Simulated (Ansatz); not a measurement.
`P[SiH]1CC1`, relaxed with RKS PBE-D4/def2-SVP in Ansatz from a rough embedded geometry. The force threshold is 0.03 eV/Å; the program also tests the step.

Charge 0, multiplicity 1.

Start:

```xyz
11

P    -1.651    1.106   -0.743
Si    0.366    0.607   -0.313
C     0.681   -0.068    1.335
C     0.382   -1.181    0.364
H    -1.987    0.064   -1.664
H    -1.432    2.091   -1.812
H     1.381    0.548   -1.424
H     0.054    0.181    2.099
H     1.775   -0.003    1.670
H     1.098   -1.783   -0.002
H    -0.668   -1.563    0.491
```

(1) By how much does the energy fall, and how many steps does the optimiser take? (Estimate.)

(2) Which bonds change most? (An estimate is asked.)

(3) Give the relaxed structure. (Best estimate.)

## Answers

(1) Computed: 90.27 kJ/mol, in 7 steps.

(2) The calculation gave: P1–Si2 from 2.122 to 2.253 Å; C4–H10 from 1.005 to 1.104 Å; C3–H8 from 1.019 to 1.103 Å; Si2–C3 from 1.808 to 1.883 Å.

(3) Computed: 
```xyz
11

P    -1.863    0.978   -0.897
Si    0.239    0.250   -0.540
C     0.739    0.002    1.259
C     0.394   -1.301    0.518
H    -1.913    0.539   -2.269
H    -1.465    2.314   -1.264
H     1.335    0.545   -1.519
H     0.041    0.332    2.048
H     1.796    0.159    1.532
H     1.224   -1.996    0.301
H    -0.527   -1.822    0.830
```
